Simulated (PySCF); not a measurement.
HIn (SMILES [InH]), singlet, geometry from GFN2-xTB (such geometries of metal compounds can be far from the true shape) (core potentials on In).

PySCF was given this input:
```python
from pyscf import gto, scf, dft

mol = gto.Mole()
mol.atom = '''
    In   -0.00000000   -0.00000000   -0.03940380
    H     0.00000000    0.00000000    1.93078643
'''
mol.basis = 'def2-svp'
mol.ecp = {'In': 'def2-svp'}
mol.verbose = 4
mol.build()

mf = dft.RKS(mol)
mf.xc = 'pbe0'
mf.grids.atom_grid = (99, 590)
mf.grids.prune = None
mf.kernel()
```

### Question
What does this run give for the Mulliken (on the basis functions themselves) charges in atom order, HOMO energy?

### Answer

```yaml
Mulliken (on the basis functions themselves) charges in atom order: In1 0.22, H2 -0.22
HOMO energy: -5.67 eV
```
